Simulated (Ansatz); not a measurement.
CH7AlOSi2, SMILES `[CH2]1O[SiH2][SiH2][AlH]1`, 12 atoms. The species carries charge 0 and has multiplicity 1. All runs use 4 threads of an Intel Xeon Platinum 8175M on a shared host. Correlated methods freeze the cores.

**Question.** Give the basis size and wall time and peak host memory of each of these runs in Ansatz. RKS ωB97M-V/def2-SVP energy; RKS PBE0-D4/def2-TZVP frequencies; RHF-CCSD(T)/def2-TZVPP energy; RHF-MP2/def2-QZVPP energy; RKS ωB97M-V/def2-QZVPP energy; RKS PBE0-D4/def2-TZVP relaxation (11 steps); RHF-CCSD(T)/def2-SVP energy; direct RPA on PBE orbitals/def2-TZVPP energy; RKS PBE0-D4/def2-SVP energy; RKS PBE0-D4/def2-QZVPP energy; RKS PBE-QIDH (frozen core)/def2-TZVPP energy; RKS BLYP-D4/def2-TZVPP energy. (Estimate.)

**Answer.** The calculation gave: Other jobs shared the machine, so times are rough.

```csv
level,job,functions,wall time,peak host memory (GiB)
RKS PBE0-D4/def2-SVP,energy,117,2.5 s,0.58
RKS BLYP-D4/def2-TZVPP,energy,286,4.4 s,0.46
RKS ωB97M-V/def2-SVP,energy,117,8 s,0.58
RHF-CCSD(T)/def2-SVP,energy,117,8.5 s,0.58
direct RPA on PBE orbitals/def2-TZVPP,energy,286,9 s,0.78
RKS PBE-QIDH (frozen core)/def2-TZVPP,energy,286,14 s,0.86
RKS PBE0-D4/def2-QZVPP,energy,534,19 s,2.5
RKS ωB97M-V/def2-QZVPP,energy,534,41 s,2.7
RHF-MP2/def2-QZVPP,energy,534,44 s,3.9
RKS PBE0-D4/def2-TZVP,relaxation (11 steps),215,83 s,0.67
RHF-CCSD(T)/def2-TZVPP,energy,286,3.5 min,7.9
RKS PBE0-D4/def2-TZVP,frequencies,215,5.6 min,0.75
```
